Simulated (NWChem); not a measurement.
Molecule: C$_{3}$H$_{7}$FMg; SMILES C[CH](C)[Mg][F]

```xyz
12

Mg    -0.0020     1.2755    -0.2661
F     -0.0031     3.0258    -0.2709
C     -0.0007    -0.8453    -0.2670
C     -1.2660    -1.4384     0.3797
C      1.2715    -1.4368     0.3676
H     -0.0056    -1.1318    -1.3304
H     -1.2614    -2.5406     0.3327
H     -1.3497    -1.1731     1.4426
H     -2.1871    -1.1006    -0.1127
H      2.1875    -1.0979    -0.1336
H      1.2678    -2.5390     0.3206
H      1.3650    -1.1715     1.4297
```
Atoms are numbered in this order, from 1.

Level: B3LYP/6-31G* (spherical d) (NWChem), optimised geometry, unscaled harmonic frequencies. 

Problem. List the harmonic frequencies with IR intensities, and the thermochemistry.

Solution. 
| frequency (cm⁻¹) | IR intensity (km/mol) |
|---|---|
| 77 | 12.2 |
| 94 | 21.7 |
| 217 | 50.9 |
| 232 | 23.0 |
| 253 | 0.1 |
| 267 | 1.5 |
| 363 | 18.2 |
| 451 | 9.1 |
| 780 | 71.1 |
| 881 | 8.3 |
| 928 | 2.2 |
| 974 | 21.1 |
| 992 | 0.8 |
| 1090 | 8.6 |
| 1178 | 13.8 |
| 1221 | 18.0 |
| 1351 | 1.2 |
| 1431 | 0.0 |
| 1449 | 9.6 |
| 1513 | 0.2 |
| 1529 | 5.0 |
| 1533 | 6.2 |
| 1541 | 4.9 |
| 2987 | 74.7 |
| 2988 | 33.3 |
| 2996 | 50.1 |
| 3052 | 17.9 |
| 3053 | 49.6 |
| 3081 | 26.2 |
| 3083 | 56.3 |

```
Property                                                                           Result
-----------------------------------------------------------------------  ----------------
zero-point energy                                                           59.4 kcal/mol
thermal correction to the enthalpy at 298.15 K (with zero-point energy)     64.6 kcal/mol
heat capacity Cv                                                         23.6 cal/(mol K)
entropy at 298.15 K and 1 atm (symmetry number 1)                        83.9 cal/(mol K)
dipole moment                                                                      1.86 D
```

Rigid rotor and harmonic oscillator; modes under 100 cm⁻¹ make the entropy uncertain.
